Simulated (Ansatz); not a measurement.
F2H2O3W, SMILES `[O]=[W]([OH])([OH])([F])[F]`. Total charge 0; spin multiplicity 1. W takes the def2 core potential. The structure was optimised at the PBE0-D4/def2-TZVP level. It is one conformer, not always the lowest.

```xyz
8

O     0.348   -0.821   -1.753
W     0.304    0.140   -0.375
O    -1.471    0.716   -0.107
O     0.081   -1.199    0.929
F     2.026    0.356    0.344
F     0.598    1.860   -1.014
H    -2.178    0.103    0.113
H     0.292   -1.154    1.864
```

Question: What is the dipole moment at ωB97M-V/def2-TZVPP? (Estimate.)

Answer: Computed: 3.88 D, with components (-2.05, -1.19, 3.07) D in this frame, pointing from negative to positive charge.

Question: And with PBE, r2SCAN, B3LYP? (Estimate.)

Answer: Computed: PBE 3.80 D, r2SCAN 3.89 D, B3LYP 3.92 D.

Question: Give the Mulliken charges with ωB97M-V, r2SCAN, PBE in def2-TZVPP. (Estimate.)

Answer: The calculation gave: 
| atom | ωB97M-V | r2SCAN | PBE |
| --- | --- | --- | --- |
| O1 | -0.33 | -0.34 | -0.29 |
| W2 | 1.28 | 1.30 | 1.05 |
| O3 | -0.38 | -0.40 | -0.34 |
| O4 | -0.37 | -0.40 | -0.33 |
| F5 | -0.31 | -0.32 | -0.27 |
| F6 | -0.29 | -0.29 | -0.24 |
| H7 | 0.20 | 0.23 | 0.21 |
| H8 | 0.20 | 0.22 | 0.21 |

B3LYP here is the variant with VWN-RPA as its local correlation; programs differ in this.
